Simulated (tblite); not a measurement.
C₃H₉NO₂Si.
Atom-mapped SMILES: `[CH3:1][Si:2]1([NH2:3])[O:4][CH2:5][CH2:6][O:7]1` (hydrogens: H8, H9, H10 on C1; H11, H12 on N3; H13, H14 on C5; H15, H16 on C6)

Computed with GFN2-xTB (tblite), gas phase: Langevin dynamics at 200 K from the optimised GFN2-xTB geometry, time step 0.5 fs, friction 0.01 fs⁻¹, 2000 steps. Over the second half of the run the saved frames average 195 K.

The optimised geometry, where the run starts:
```
atom  x, y, z in Å
C1      1.946   -1.109   -0.115
Si2     0.574    0.184   -0.203
N3      1.209    1.611   -0.913
O4     -0.766   -0.222   -1.068
C5     -1.882   -0.416   -0.256
C6     -1.578    0.179    1.138
O7     -0.196    0.324    1.256
H8      1.589   -2.068    0.245
H9      2.382   -1.257   -1.095
H10     2.735   -0.777    0.550
H11     2.165    1.871   -0.756
H12     0.630    2.416   -1.082
H13    -2.744    0.072   -0.717
H14    -2.085   -1.490   -0.177
H15    -1.939   -0.473    1.937
H16    -2.046    1.164    1.244
```

t = 500 fs, T = 209 K, E(pot) 0.501 eV above the start
```
atom  x, y, z in Å  |  force x, y, z in eV/Å
C1      1.336   -1.114   -0.038    0.806   1.803  -2.178
Si2    -0.161   -0.045    0.099   -2.084  -0.229  -0.087
N3     -0.088    1.567   -0.399    0.376   1.594  -0.501
O4     -1.608   -0.707   -0.613    2.104   1.062  -0.478
C5     -2.397   -1.163    0.363   -1.992  -0.964   1.715
C6     -2.011   -0.516    1.701   -0.100  -0.021   1.427
O7     -0.676   -0.133    1.646   -0.199   0.273  -0.096
H8      1.186   -2.047    0.349   -0.300  -2.276   0.893
H9      1.529   -1.184   -1.118    0.174  -0.275   0.339
H10     2.211   -0.672    0.392    0.278   0.224   0.293
H11     0.666    1.935   -0.956   -0.006  -0.239   0.017
H12    -0.671    2.356   -0.112    0.122  -0.785   0.024
H13    -3.491   -0.933    0.236    0.729  -0.110  -0.486
H14    -2.321   -2.264    0.472    0.054   0.126  -0.137
H15    -2.037   -1.204    2.587   -0.572   0.335  -0.703
H16    -2.676    0.369    1.895    0.611  -0.517  -0.041
```

t = 550 fs, T = 172 K, E(pot) 0.362 eV above the start
```
atom  x, y, z in Å  |  force x, y, z in eV/Å
C1      1.478   -0.941   -0.174   -0.911  -1.232   1.074
Si2    -0.150    0.015    0.079    0.261  -0.584  -0.017
N3     -0.190    1.646   -0.432   -0.060   0.501  -0.215
O4     -1.406   -0.817   -0.585   -1.204  -0.021   0.329
C5     -2.506   -0.989    0.321    1.786  -0.101   0.590
C6     -1.949   -0.604    1.753   -0.725   1.555  -0.495
O7     -0.637   -0.145    1.631   -0.248   0.296   0.248
H8      1.355   -1.993    0.238    0.322   1.318  -0.061
H9      1.590   -1.130   -1.209    0.504   0.268  -0.948
H10     2.334   -0.447    0.275   -0.147  -0.225  -0.243
H11     0.290    1.995   -1.230    0.327  -0.346  -0.705
H12    -0.226    2.435    0.173   -0.219   0.154   0.858
H13    -3.399   -0.446    0.014    0.325   0.277   0.022
H14    -2.729   -2.039    0.374   -0.245  -0.652  -0.326
H15    -1.913   -1.397    2.472   -0.279  -0.704   0.135
H16    -2.594    0.219    2.173    0.513  -0.504  -0.244
```

t = 675 fs, T = 160 K, E(pot) 0.318 eV above the start
```
atom  x, y, z in Å  |  force x, y, z in eV/Å
C1      1.688   -0.954   -0.054   -0.267   0.255  -0.576
Si2     0.078    0.065    0.130   -0.242  -0.817  -0.331
N3     -0.004    1.736   -0.357   -0.538  -1.292  -0.355
O4     -1.144   -0.769   -0.652    0.830   0.286  -0.302
C5     -2.262   -0.797    0.149   -0.320   1.935   0.593
C6     -1.790   -0.754    1.605    0.167  -1.308   0.636
O7     -0.523   -0.229    1.637    1.176   1.099  -0.178
H8      1.654   -1.690    0.720    0.190  -0.541   0.290
H9      1.819   -1.449   -1.020   -0.381   0.080   0.242
H10     2.586   -0.379    0.072    0.180   0.426   0.220
H11     0.072    1.812   -1.366    0.130   0.391   0.317
H12     0.602    2.330    0.148    0.575   0.783   0.136
H13    -2.828    0.154   -0.001   -0.083  -0.590  -0.244
H14    -2.841   -1.659   -0.065   -0.638  -0.682  -0.236
H15    -1.664   -1.800    1.939   -0.331   0.056   0.222
H16    -2.372   -0.201    2.348   -0.448  -0.084  -0.434
```

t = 700 fs, T = 195 K, E(pot) 0.339 eV above the start
```
atom  x, y, z in Å  |  force x, y, z in eV/Å
C1      1.680   -1.004    0.039    1.673   0.207  -0.782
Si2     0.127   -0.005    0.130   -0.753   1.546   1.006
N3      0.079    1.738   -0.187    0.470  -0.393   0.941
O4     -1.091   -0.765   -0.649   -0.735  -0.147   0.288
C5     -2.222   -0.823    0.217    0.192   0.509  -0.732
C6     -1.697   -0.763    1.637   -0.902   0.535   0.603
O7     -0.482   -0.150    1.689    1.382   0.581  -1.013
H8      1.668   -1.884    0.669    0.109   0.076   0.099
H9      1.861   -1.323   -0.986   -0.186  -0.231  -0.025
H10     2.581   -0.387    0.238   -0.666  -0.424   0.326
H11     0.103    2.037   -1.151    0.245   0.174   0.267
H12     0.565    2.380    0.485   -0.621  -0.933  -1.245
H13    -2.810    0.103    0.073   -0.018  -0.518  -0.326
H14    -2.806   -1.734    0.010    0.211   0.430  -0.027
H15    -1.596   -1.730    2.055   -0.002  -1.281   0.506
H16    -2.359   -0.164    2.266   -0.398  -0.129   0.114
```

t = 725 fs, T = 240 K, E(pot) 0.313 eV above the start
```
atom  x, y, z in Å  |  force x, y, z in eV/Å
C1      1.802   -1.013   -0.004   -1.059  -0.647   0.964
Si2     0.172    0.011    0.238   -0.064  -0.478   0.134
N3      0.182    1.700   -0.038   -0.325  -0.352  -0.254
O4     -1.088   -0.641   -0.601   -0.711  -0.454   0.836
C5     -2.213   -0.863    0.266    0.846  -0.328  -0.050
C6     -1.710   -0.770    1.731    0.353   0.795  -0.296
O7     -0.522   -0.037    1.762    0.842  -0.267  -0.819
H8      1.754   -1.968    0.602    0.225   1.133  -0.626
H9      2.019   -1.287   -1.018   -0.229  -0.059  -0.398
H10     2.620   -0.403    0.323    0.358   0.068   0.353
H11     0.338    2.130   -0.917    0.241   0.147  -0.517
H12     0.510    2.241    0.714    0.405   0.753   0.688
H13    -2.954   -0.083    0.046    0.092  -0.358   0.090
H14    -2.597   -1.890    0.117   -0.013   0.577  -0.308
H15    -1.520   -1.715    2.207   -0.006  -0.806  -0.100
H16    -2.359   -0.211    2.369   -0.955   0.275   0.301
```

t = 950 fs, T = 249 K, E(pot) 0.323 eV above the start
```
atom  x, y, z in Å  |  force x, y, z in eV/Å
C1      1.956   -0.475    0.069   -0.117   2.404   0.450
Si2     0.228    0.279    0.417    0.227   0.617   0.319
N3      0.453    2.027    0.382    0.146   0.018  -0.801
O4     -1.085   -0.262   -0.431   -0.002  -0.286   0.128
C5     -2.165   -0.532    0.428   -0.484   0.090  -0.983
C6     -1.630   -0.686    1.836    0.182  -1.424   0.362
O7     -0.373   -0.123    1.936    0.458   0.594  -0.810
H8      2.056   -1.424    0.488    0.263  -1.318   0.451
H9      2.365   -0.425   -0.923   -0.480  -0.233  -0.452
H10     2.606    0.242    0.616   -0.256  -0.672  -0.022
H11     1.233    2.404   -0.177   -0.551  -0.516   0.554
H12    -0.341    2.644    0.196    0.238  -0.457   0.245
H13    -2.829    0.344    0.379   -0.009  -0.070   0.045
H14    -2.763   -1.410    0.075    0.676   0.471   0.183
H15    -1.532   -1.752    2.128   -0.011   0.073  -0.312
H16    -2.337   -0.282    2.529   -0.278   0.707   0.643
```

t = 975 fs, T = 233 K, E(pot) 0.339 eV above the start
```
atom  x, y, z in Å  |  force x, y, z in eV/Å
C1      1.958   -0.426    0.203   -1.700  -0.969  -1.194
Si2     0.234    0.363    0.398    0.406   0.366  -0.442
N3      0.379    2.081    0.266   -0.294   0.006  -0.063
O4     -1.099   -0.243   -0.412    0.099   0.094  -0.563
C5     -2.198   -0.444    0.450    1.137  -0.493  -0.472
C6     -1.570   -0.654    1.815   -1.006  -0.564   1.468
O7     -0.349   -0.042    1.854    0.404   0.166   0.957
H8      1.844   -1.441    0.623    0.551   0.470  -0.487
H9      2.188   -0.437   -0.868   -0.148  -0.531   0.231
H10     2.777    0.072    0.613    0.708   0.780   1.074
H11     1.066    2.542   -0.302    0.178  -0.201  -0.012
H12    -0.480    2.607    0.209   -0.032   0.044   0.083
H13    -2.800    0.453    0.449   -0.346   0.183  -0.076
H14    -2.757   -1.328    0.143   -0.102   0.136  -0.211
H15    -1.465   -1.729    2.114    0.004   0.530  -0.472
H16    -2.239   -0.196    2.559    0.141  -0.017   0.179
```

t = 1000 fs
```
atom  x, y, z in Å
C1      1.841   -0.444    0.193
Si2     0.210    0.420    0.388
N3      0.300    2.087    0.111
O4     -1.043   -0.168   -0.508
C5     -2.134   -0.414    0.407
C6     -1.576   -0.607    1.870
O7     -0.336    0.032    1.931
H8      1.893   -1.450    0.659
H9      2.158   -0.361   -0.846
H10     2.587    0.116    0.766
H11     1.040    2.447   -0.421
H12    -0.418    2.778    0.221
H13    -2.801    0.436    0.336
H14    -2.574   -1.356    0.078
H15    -1.399   -1.698    2.052
H16    -2.279   -0.224    2.630
```

Question: Estimate the potential energy and the forces of this last frame.

Answer: 0.363 eV above the start.

```csv
atom,Fx (eV/Å),Fy (eV/Å),Fz (eV/Å)
C1,1.087,-0.024,0.438
Si2,-0.693,-0.630,0.859
N3,-0.196,0.592,0.375
O4,-0.810,-0.325,1.540
C5,1.052,-0.683,-0.200
C6,0.079,-0.371,-0.805
O7,-0.292,0.373,-0.651
H8,-0.221,0.521,-0.948
H9,0.025,-0.663,0.254
H10,-0.150,0.091,-0.138
H11,0.903,0.420,-0.510
H12,-0.224,-0.138,0.108
H13,-0.228,-0.024,0.085
H14,-0.409,0.220,-0.025
H15,-0.246,0.636,-0.069
H16,0.322,0.004,-0.313
```

The bond farthest from its length at the start is O4–C5 (1.444 against 1.394 Å), and half the difference of its two atoms' forces along it is -1.22 eV/Å (positive lengthens). The largest atomic force is 1.77 eV/Å.

What follows is the cost of the whole dynamics run. Time: 14 s of wall time; peak memory 0.18 GiB. Hardware: one thread, AMD EPYC 7B13 (x86_64), shared host with 64 logical CPUs at a one-minute load of 11.
